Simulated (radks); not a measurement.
The thallium ion Tl77+, 4 electrons, occupied as [He] 2s2.

Method: Dirac Kohn-Sham, BLYP, spin-unpolarised, spherical densities, finite nucleus; Fermi nuclear charge, rms radius 5.4759 fm; computed with a radial shooting solver on a logarithmic mesh with Libxc functionals.

Energy parts (eV):
part                      energy
total                 -244150.05
kinetic                304304.59
electron-nucleus      -552444.49
Hartree                  6140.60
exchange-correlation    -2150.74

Orbitals (lengths in bohr, moments of r in powers of bohr; <r^-3> diverges for s and p1/2):
| orbital | occ. | eigenvalue (eV) | <r^2> | <1/r> | <r^-3> |
|---|---|---|---|---|---|
| 1s1/2 | 2 | -95522.06 | 0.0003659 | 99.64 | - |
| 2s1/2 | 2 | -23771.60 | 0.005098 | 25.71 | - |
| 2p1/2 | 0 | -23527.28 | 0.003519 | 25.60 | - |
| 2p3/2 | 0 | -21218.73 | 0.004531 | 20.63 | 25110 |
| 3s1/2 | 0 | -10201.84 | 0.02788 | 10.55 | - |

The highest occupied level is 2s1/2 at -23772 eV. The density falls to 0.001 e/bohr^3 at r = 0.26 bohr. For comparison, the ionisation energy in NIST's Atomic Spectra Database is 23850 eV (theoretical). In exact Kohn-Sham theory the highest level is minus the ionisation energy, but local and semilocal functionals leave it too shallow, through self-interaction and a potential that decays too fast; potentials with the right tail come closer. Summed over all electrons, <r^2> = 0.01093 bohr^2, which gives a Langevin (diamagnetic) susceptibility term of -0.00865 x 10^-6 cm^3/mol. The electron density at the nucleus is 2.435e+06 e/bohr^3.
